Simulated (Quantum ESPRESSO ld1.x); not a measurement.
The numbers below are computed, except where a source is named.
Question: Cd IV, configuration [Kr] 4d9. Level of theory: scalar-relativistic Kohn-Sham, LDA (Slater exchange, Perdew-Wang correlation), spin-polarised, spherical densities, point nucleus; open shells are filled with parallel spins first (ld1.x of Quantum ESPRESSO 7.5). Some entries of the table are withheld. Estimate them.

| orbital | occ. | eigenvalue (eV) | r(max) (bohr) |
|---|---|---|---|
| 1s up | 1 | -26529.8 | 0.01970 |
| 1s down | 1 | -26529.7 | 0.01970 |
| 2s up | 1 | -3970.52 | 0.1113 |
| 2s down | 1 | -3970.30 | 0.1113 |
| 2p up | 3 | -3568.70 | 0.08900 |
| 2p down | 3 | -3568.53 | 0.08900 |
| 3s up | 1 | -768.949 | 0.3243 |
| 3s down | 1 | -768.799 | 0.3243 |
| 3p up | 3 | -637.143 | 0.3173 |
| 3p down | 3 | -636.980 | 0.3173 |
| 3d up | 5 | -430.243 | (1) |
| 3d down | 5 | -430.028 | (2) |
| 4s up | 1 | (3) | (4) |
| 4s down | 1 | (5) | (6) |
| 4p up | 3 | -102.729 | 0.8427 |
| 4p down | 3 | -101.951 | 0.8423 |
| 4d up | 5 | -46.4120 | 0.9678 |
| 4d down | 4 | -45.6819 | 0.9680 |

Answer: 
(1) 3d up r(max) (bohr): 0.2654
(2) 3d down r(max) (bohr): 0.2654
(3) 4s up eigenvalue (eV): -141.797
(4) 4s up r(max) (bohr): 0.7937
(5) 4s down eigenvalue (eV): -141.026
(6) 4s down r(max) (bohr): 0.7934
